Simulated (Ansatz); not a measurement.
CH$_{6}$FNOSi (`NCO[SiH2]F`), charge 0, multiplicity 1.

Task: Give a relaxed structure at PBE0-D4/def2-TZVP (Ansatz). (An estimate is asked.)

Result: Computed: 
Z-matrix (Å, degrees):
```
C
O 1 1.437
N 1 1.417 2 115.0
H 1 1.096 2 109.1 3 122.9
H 1 1.091 2 105.6 3 -120.6
Si 2 1.622 1 124.7 3 -88.7
H 3 1.011 1 111.7 2 -58.8
H 3 1.011 1 112.3 2 63.6
F 6 1.602 2 110.7 1 67.9
H 6 1.484 2 110.9 1 -48.8
H 6 1.475 2 107.6 1 -174.2
```
This is one stationary point; other conformers may exist.
